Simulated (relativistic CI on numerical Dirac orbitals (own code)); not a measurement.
## Hyperfine structure of Hg³⁴⁺, mass number 201

Method of calculation: Dirac-Coulomb-Breit CI, KLI orbitals optimised for each configuration, QED by a radiative potential, unscaled Slater integrals (own radial code, finite nucleus).

Configuration list (outside the closed core [Ar] 3d10): 4s²4p⁶4d¹⁰, 4s²4p⁶4d⁹4f, 4s²4p⁵4d¹⁰4f, 4s4p⁶4d¹⁰4f, 4s²4p⁶4d⁹5s, 4s²4p⁶4d⁹5p, 4s²4p⁶4d⁹5d, 4s²4p⁵4d¹⁰5s, 4p⁶4d¹⁰4f², 4p⁶4d⁹4f³, 4p⁵4d¹⁰4f³, 4p⁶4d⁹4f²5s, 4p⁶4d⁹4f²5p, 4p⁶4d⁹4f²5d. Double excitations out of closed p, d and f shells are left out; levels of such configurations are missing from the list, as are those of other unlisted configurations, and high levels can miss mixing partners. These lack a partner that the ground configuration has and come out too high: 4s²4p⁵4d¹⁰5s.

Nuclear spin I = 3/2, μ = -0.558 μN, Q = 0.387 b (tables of Stone and Pyykkö). The electronic factors are computed for point nuclear moments, without core polarisation or the Bohr-Weisskopf and QED corrections.

```
           Level  E (cm⁻¹)  A (MHz)  B (MHz)
4s²4p⁶4d⁹4f ³P°1   1794940    -2203     1610
4s²4p⁶4d⁹4f ³H°5   1835910    -3664    -7820
4s²4p⁶4d⁹4f ³F°3   1865110    -3474      438
4s²4p⁶4d⁹4f ³H°6   1870283    -2796    -7600
4s²4p⁶4d⁹4f ³F°4   1914810    -2527     3550
4s²4p⁶4d⁹4f ³G°5   1931113    -2720    -2040
4s²4p⁶4d⁹4f ³D°1   1959433     2324      747
4s²4p⁶4d⁹4f ³H°4   2032503    -6055    -4800
```

Levels with J = 0, under 50 % of one LS term, or S terms without an open s electron are left out. Small factors come from cancelling terms and can be off by tens of per cent or more.

At this charge energies of transitions that change n are usually good to better than 1 %, and those within a shell (Δn = 0) to a few per cent.

Task: Give the hyperfine levels of 4s²4p⁶4d⁹4f ³P°1 relative to its centre of gravity.

Result: With K = F(F + 1) − I(I + 1) − J(J + 1), E = AK/2 + B[¾K(K + 1) − I(I + 1)J(J + 1)]/[2I(2I − 1)J(2J − 1)]: F = 1/2: 7521, F = 3/2: 593.5, F = 5/2: -2903 MHz.

LS names give the leading component of a level, which can be under half, so a name can repeat, a term be missing and a line seem to break the LS rules.
